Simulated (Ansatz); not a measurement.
Gas-phase electronic energies from Ansatz, PBE0-D4/def2-TZVP geometries. CBS: MP2 limit from def2 TZ/QZ plus the TZ coupled-cluster correction, frozen cores. This one scheme is used for every species. DFT in def2-TZVPP. Each species was taken in one conformer, which may not be the lowest.

Reaction (formal hydrolysis of the Si–B bond): `B[SiH2]B[SiH](F)F` + H₂O → `B[SiH2]O` + `B[SiH](F)F`

```tsv
species	PBE0-D4 energy (Eh)
`B[SiH2]B[SiH](F)F`	-831.64892
H₂O	-76.38097
`B[SiH2]O`	-392.37705
`B[SiH](F)F`	-515.67663
```

(1) Work out ΔE.

Largest T1 diagnostic among the species: 0.015.

## Answers

(1) ΔE = (-392.37705) + (-515.67663) − (-831.64892) − (-76.38097) = -0.02379 Eh = -62.5 kJ/mol. CCSD(T)/CBS gives -75.9 kJ/mol.

In def2-TZVPP, CCSD(T) changes the Hartree–Fock value by +37.3 kJ/mol (the triples alone add +5.7 kJ/mol) and MP2 by +30.1 kJ/mol. Leaving LDA and LC-ωPBE aside and taking each functional with its dispersion term where it has one, the values, not all of them listed here, spread over 37.2 kJ/mol, from BHLYP-D4 to revPBE-D4. LDA lies +4.5 kJ/mol from PBE without D4.
